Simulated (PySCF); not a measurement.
Compound: C2H11BO2Si2.
Cartesian coordinates in Å at the PBE0-D3(BJ)/def2-SVP level; atoms count from 1:
```
atom  x, y, z in Å
C1    -1.4251    2.6300    0.3044
O2    -1.2678    1.2404    0.3801
B3    -0.0866    0.5901    0.2304
O4    -0.0711   -0.7647    0.2700
C5    -1.2356   -1.5378    0.4501
Si6    1.7410    1.4554   -0.0557
Si7    3.3566   -0.2380   -0.0870
H8    -1.9255    2.9934    1.2151
H9    -2.0538    2.8882   -0.5622
H10   -0.4602    3.1554    0.2034
H11   -1.3506   -1.8066    1.5124
H12   -1.1309   -2.4641   -0.1327
H13   -2.1377   -0.9983    0.1256
H14    1.7981    2.2225   -1.3456
H15    2.0691    2.4393    1.0305
H16    3.0834   -1.1877   -1.2095
H17    4.7349    0.3175   -0.2690
H18    3.3272   -0.9999    1.1998
```

Linear response at CAM-B3LYP/def2-SVPD (PySCF, frozen core in the response, non-relativistic).

Static isotropic polarisability: 108.11 au (16.02 Å³), principal values 86.8, 110.7, 126.8 au.

**Question.** What is the polarisability at 1064 nm and at the sodium D line?

**Answer.** 109.23 au at 1064 nm (+1.0 %), 111.86 au at 589.3 nm (+3.5 %). The rise at 589.3 nm is 3.37 times that at 1064 nm; a pure ω² law gives 3.26. The lowest singlet lies at 196 nm, shorter than both wavelengths.

**Question.** What is the isotropic C6 coefficient between two such molecules, C6 = (3/π)∫α(iω)² dω?

**Answer.** 4203 au (Eh·bohr⁶) by a ten-point quadrature over imaginary frequencies, which is 2510 eV·Å⁶ or 242 J·nm⁶/mol.

**Question.** Which effective excitation energy ω̄ makes London's formula C6 = (3/4)α²ω̄ exact here?

**Answer.** ω̄ = 4·C6/(3α²) = 0.479 Eh = 13.0 eV. A one-pole form α(ω) = α/(1 − ω²/ω̄²) fitted to the 1064 nm value gives 11.5 eV.

**Question.** How anisotropic is the static polarisability, by Δα² = ½[(α1 − α2)² + (α2 − α3)² + (α3 − α1)²]?

**Answer.** Δα = 34.9 au, or 0.32 of the isotropic value.

**Question.** How many electrons N does the Slater–Kirkwood formula C6 = (3/4)·√N·α^(3/2) need to give this C6?

**Answer.** N = (4·C6/3)²/α³ = 24.9; the species has 72 electrons in all.

**Question.** What molar refraction at the D line follows from R = (4π/3)·N_A·α′, with α′ the polarisability volume?

**Answer.** α′ = 16.58 Å³ gives R = 41.81 cm³/mol, for isolated, non-vibrating species.

**Question.** What three-body coefficient follows from the one-pole estimate C9 = (3/4)·α·C6?

**Answer.** 341000 au. This is an estimate from the two numbers above, not a computed integral.

One conformer stands for the species.
